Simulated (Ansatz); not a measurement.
C3H5B can be A, `CB1C=C1`, or B, `CC1=CB1`.

Computed with Ansatz on PBE0-D4/def2-TZVP structures; ΔE is electronic, products minus reactants. CCSD(T)/CBS is the MP2 limit (def2-TZVPP, def2-QZVPP) plus CCSD(T) − MP2 in def2-TZVPP, frozen cores. DFT in def2-TZVPP. B3LYP here is the variant with VWN-RPA as its local correlation; programs differ in this.

Q: Which isomer does CCSD(T)/CBS put lower? Give the gap. (Estimate.)

A: Computed: A, by 5.9 kcal/mol.

Q: Give E(B) − E(A) in kcal/mol with CCSD(T)/def2-TZVPP, PBE-D4, B3LYP-D4, PBE0-D4, B2PLYP, BLYP-D4, CCSD/def2-TZVPP. (Estimate.)

A: The calculation gave: CCSD(T)/def2-TZVPP 6.1, PBE-D4 5.4, B3LYP-D4 5.4, PBE0-D4 5.5, B2PLYP 5.6, BLYP-D4 5.2, CCSD/def2-TZVPP 6.1. None reverses the order clearly.

Q: Does the order hold for the free energy at 298.15 K (harmonic terms from PBE0-D4)? (An estimate is asked.)

A: Computed: Yes: G(B) − G(A) = +6.3 kcal/mol. Modes under 60 cm⁻¹, often nearly free rotors, make the harmonic entropy too high.

Largest T1 diagnostic: 0.010.

At CCSD(T), def2-SVP lies −0.7 kcal/mol from the extrapolated value and def2-TZVPP +0.2 kcal/mol. Leaving LDA and LC-ωPBE aside and taking each functional with its dispersion term where it has one, the values, not all of them listed here, spread over 1.4 kcal/mol, from revPBE-D4 to B97M-V.
